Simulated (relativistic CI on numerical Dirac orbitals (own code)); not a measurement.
# Energy levels of Re42+

Computed by Dirac-Coulomb-Breit CI, KLI orbitals optimised for each configuration, model QED, unscaled Slater integrals (own radial code, finite nucleus).

Configuration list (outside the closed core [Ar] 3d10): 4s²4p³, 4s4p⁴, 4s²4p²4d, 4p⁵, 4s4p³4d, 4s²4p²4f, 4s4p³4f, 4p⁴4d, 4s4p²4d², 4s²4p4d4f, 4p⁴4f, 4p³4d4f, 4s4p²4f², 4s²4p²5s, 4p⁴5s, 4s²4p²5p, 4s4p²4d5s, 4s²4p4f5s, 4s4p³5s, 4s²4p²5d, 4s4p³5p, 4s²4p²5f, 4s²4p²5g, 4s4p³5d, 4p³4f5s, 4s4p³5f, 4s²4p²6s, 4s²4p4d², 4s²4d³, 4s4p4d³, 4s²4d²4f, 4s4p4d²4f, 4s²4d²5s, 4p³4d², 4p²4d³, 4p²4d²4f, 4p²4d²5s, 4s²4p4f², 4s²4d4f², 4s4p4d4f², 4s²4f³, 4s4p4f³, 4s²4f²5s, 4p³4f², 4p²4d4f², 4p²4f³, 4p²4f²5s, 4s4p²4d4f, 4s4p4d4f5s, 4s²4p4d5s, 4s4p4d²5s, 4s²4d4f5s, 4s²4d5s², 4p³4d5s, 4p²4d4f5s, 4p²4d5s², 4s4p²4f5s, 4s4p4f²5s, 4s4p4f5s², 4s²4p5s², 4s4p4d5s², 4s²4f5s². Double excitations out of closed p, d and f shells are left out; levels of such configurations are missing from the list, as are those of other unlisted configurations, and high levels can miss mixing partners. These lack a partner that the ground configuration has and come out too high: 4s²4p²5p, 4s²4p²5d, 4s4p³5p, 4s²4p²5f, 4s²4p²5g.

The lowest level is 4s²4p³ ²P°3/2, with 47 % of that term; Hund's rules for 4s²4p³ give ⁴S° with J = 3/2, of which the calculation keeps J, while another term leads.

```tsv
No.	Configuration	Term	J	E (10³ cm⁻¹)	%	Next component (%)
1	4s²4p³	²P°	3/2	0.0	47	26 ²D°
2	4s²4p³	⁴S°	3/2	772.8	54	44 ²D°
3	4s²4p³	²D°	5/2	818.9	99	1 4s4p³4d ²D°
4	4s²4p³	²P°	1/2	876.7	99	1 4s²4p4d² ²P°
5	4p²(1S)4d	²D	3/2	1270.8	38	35 ⁴F
6	4p²(1S)4d	²D	5/2	1476.2	23	17 4s4p⁴ ⁴P
7	4s4p⁴(3P)	⁴P	5/2	1611.6	53	19 ²D
8	4s²4p³	²P°	3/2	1657.6	52	28 ²D°
9	4s4p⁴(1S)	²S	1/2	1711.9	57	30 ⁴P
10	4s4p⁴(3P)	²P	3/2	1730.5	38	33 ²D
11	4p²(1D)4d	²F	5/2	2038.9	46	45 ⁴F
12	4p²(3P)4d	⁴F	3/2	2041.7	36	27 ⁴D
13	4p²(3P)4d	⁴D	1/2	2043.9	79	15 ²P
14	4p²(1D)4d	²G	7/2	2085.1	47	27 ²F
15	4p²(3P)4d	²D	5/2	2212.2	32	25 ⁴P
16	4p²(3P)4d	⁴D	7/2	2213.2	47	36 ⁴F
17	4p²(1D)4d	²D	3/2	2224.9	36	26 ²P
18	4p²(1D)4d	²P	3/2	2228.0	36	29 ⁴P
19	4p²(1D)4d	²P	1/2	2231.1	37	36 ⁴P
20	4p²(1D)4d	²D	5/2	2257.8	34	26 ²F
21	4p²(1D)4d	²G	9/2	2264.6	60	39 ⁴F
22	4p²(1D)4d	²F	7/2	2378.9	52	23 ²G
23	4p²(3P)4d	²D	5/2	2383.2	34	27 ⁴P
24	4p²(3P)4d	²D	3/2	2391.0	54	18 ⁴D
25	4p²(3P)4d	²P	1/2	2401.3	44	35 ²S
26	4s4p⁴(3P)	⁴P	3/2	2455.7	47	23 4s²4p²4d ²P
27	4s4p⁴(1D)	²D	5/2	2511.4	60	17 ⁴P
28	4s4p⁴(3P)	²P	1/2	2598.6	47	28 ⁴P
29	4s4p⁴(3P)	²P	3/2	2599.0	45	34 ²D
30	4s4p³(2P°)<3P°>4d	⁴D°	5/2	2829.5	26	22 ⁶D°
31	4s4p³(4S°)<5S°>4d	⁶D°	3/2	2839.3	29	25 ⁴D°
32	4s4p³(2P°)<3P°>4d	⁴P°	1/2	2839.5	44	35 ⁶D°
33	4s4p³(2P°)<3P°>4d	⁴F°	7/2	2855.3	24	19 ⁶D°
34	4p²(1S)4f	²F°	5/2	2884.6	24	20 ⁴G°
35	4s4p³(2P°)<1P°>4d	²D°	3/2	2943.4	26	25 ⁴F°
36	4p²(1D)4d	²D	3/2	2981.4	32	26 ⁴P
37	4p²(3P)4d	⁴P	1/2	2985.1	41	33 ²P
38	4p²(1S)4f	²F°	7/2	2985.9	26	15 ⁴D°
39	4p²(1D)4d	²D	5/2	2987.0	27	23 ²F
40	4s4p³(2P°)<3P°>4d	⁴F°	9/2	3000.8	46	34 ⁶D°
41	4p²(3P)4d	²F	7/2	3004.2	48	21 ⁴F
42	4s4p³(2P°)<3P°>4d	⁴D°	1/2	3016.1	50	32 ²P°
43	4p²(3P)4d	²F	7/2	3053.2	55	32 ⁴D
44	4s4p³(2P°)<1P°>4d	²F°	5/2	3058.7	21	16 ⁴G°
45	4p²(3P)4d	⁴F	9/2	3061.2	60	39 ²G
46	4p²(3P)4d	²P	1/2	3069.7	46	26 ²S
47	4p²(1S)4d	²D	3/2	3073.8	67	13 ²P
48	4s4p³(2D°)<3D°>4d	⁴D°	5/2	3076.2	32	25 ⁴P°
49	4s4p³(2P°)<3P°>4d	²P°	3/2	3110.2	28	27 ²D°
50	4s4p³(2P°)<3P°>4d	²F°	7/2	3139.4	37	22 ⁴D°
51	4p²(1S)4d	²D	5/2	3174.1	76	15 ⁴D
52	4s4p³(2P°)<3P°>4d	⁴D°	7/2	3205.0	25	19 ²F°
53	4s4p³(2P°)<3P°>4d	²P°	1/2	3220.7	44	42 ⁴D°
54	4s4p³(2P°)<3P°>4d	⁴D°	3/2	3244.5	25	22 ²P°
55	4p²(1D)4d	²P	3/2	3251.2	41	40 ²D
56	4s4p³(2P°)<3P°>4d	²F°	5/2	3267.1	25	25 ²D°
57	4p²(3P)4d	²D	5/2	3287.2	52	30 ²F
58	4p4d²(3F)	⁴G°	5/2	3356.3	48	31 ²F°
59	4p⁵	²P°	3/2	3426.7	63	14 4s4p³4d ⁴D°
60	4s4p⁴(1S)	²S	1/2	3443.5	30	27 ²P
61	4p4d²(3P)	⁴D°	1/2	3487.5	42	34 ²P°
62	4s4p³(4S°)<5S°>4d	⁶D°	1/2	3511.6	29	21 4s²4p4d² ⁴P°
63	4s4p³(4S°)<5S°>4d	⁶D°	5/2	3513.8	16	15 4s²4p4d² ²D°
64	4s4p³(4S°)<5S°>4d	⁶D°	3/2	3514.5	18	18 4s²4p4d² ⁴D°
65	4p4d²(3F)	⁴G°	7/2	3516.3	42	12 ²G°
66	4p4d²(3F)	²D°	3/2	3533.3	30	23 ⁴F°
67	4p4d²(1G)	²H°	9/2	3550.3	37	26 ²G°
68	4s4p³(2D°)<3D°>4d	⁴F°	5/2	3601.6	17	14 4s²4p²4f ⁴G°
69	4s4p³(2D°)<3D°>4d	⁴G°	7/2	3603.3	25	21 4s²4p²4f ⁴G°
70	4s4p³(2D°)<3D°>4d	⁴F°	3/2	3629.8	17	16 4s²4p4d² ⁴D°
```

Energies count from the lowest computed level; ° marks odd parity. Percentages are summed over parent terms; the parents shown are those of the largest component, closed shells are left out there, and <> holds an intermediate term.

The mean weight of the leading LS term, summed over parents, in these 70 levels is 42 %, and that of the leading jj configuration (from the same eigenvectors) 83 %, so jj coupling describes them better and the LS labels are nominal.

At this charge energies of transitions that change n are usually good to better than 1 %, and those within a shell (Δn = 0) to a few per cent.

LS names give the leading component of a level, which can be under half, so a name can repeat, a term be missing and a line seem to break the LS rules.
